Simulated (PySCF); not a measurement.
## [Pb2Cl]+, triplet: molecular constants

Level of theory: UB3LYP/[Cl def2-SVP, Pb def2-SVP with ECP60], scalar-relativistic core potentials, density fitting, no spin–orbit coupling, PySCF.

The structure is a minimum.

| Property | Result |
| --- | --- |
| Point group | C2v |
| Bond lengths | Cl–Pb 2.705 Å (×2), Pb–Pb 3.165 Å |
| Bond angles | Cl–Pb–Pb 54.2° (×2), Pb–Cl–Pb 71.6° |
| Zero-point energy | 3.0 kJ/mol |
| Spin squared ⟨S²⟩ | 2.002 |
| Heat capacity Cp at 298.15 K | 56.7 J/(mol K) |
| Rotational symmetry number | 2 |
| Dipole moment about the centre of mass | 2.41 D |
| Entropy at 298.15 K and 1 bar (electronic part: spin only) | 350.5 J/(mol K) |
| Rotational constants | 0.1086, 0.01618, 0.01408 cm⁻¹ |
| Enthalpy at 298.15 K above 0 K | 14.86 kJ/mol |
| Highest occupied level (α) | -9.64 eV |
| Principal polarisabilities | 48.6, 70.9, 177.8 bohr³ |
| Principal quadrupole moments (Buckingham, traceless) about the centre of mass | -10.65, -10.40, 21.05 D Å |
| Lowest empty level (β) | -8.72 eV |

Harmonic modes (masses in u: Cl 34.969, Pb 207.977):
| symmetry | ω (cm⁻¹) | IR (km/mol) | μ (u) |
| --- | --- | --- | --- |
| a1 | 87 | 0.1 | 177.50 |
| b2 | 133 | 0.0 | 41.83 |
| a1 | 276 | 23.4 | 38.57 |

In C2v the vibrations span 2a1 + b2. Here b1 is antisymmetric to the molecular plane and b2 lies in it.

Charges (e):
| atom | Mulliken | Löwdin | polar tensor | spin (Mulliken) | Mayer order to Cl1 |
| --- | --- | --- | --- | --- | --- |
| Cl1 | -0.25 | 0.00 | -0.29 | 0.07 | – |
| Pb2,3 | 0.63 | 0.50 | 0.65 | 0.97 | 0.63 |
Other Mayer orders above 0.3: Pb–Pb 1.04.

Mulliken populations on Cl1: s 5.98, p 11.26, d 0.01.

Outer orbital energies (eV). α occupied: -26.13, -19.60, -18.31, -13.67, -13.49, -13.33, -10.70, -9.64; empty: -7.81, -6.83, -6.73, -5.62. β occupied: -28.52, -28.47, -26.01, -18.86, -17.72, -13.50, -13.40, -13.07; empty: -8.72, -7.91, -6.97, -6.58.

Only a few start shapes were tried, so a lower isomer may exist. With an element this heavy the missing spin–orbit coupling can shift these numbers.

The final relaxation and frequency run took 36 s on 2 threads of a shared Arm Neoverse N1 host, with 70 basis functions and 7 gradients; the process peaked at 0.72 GiB.
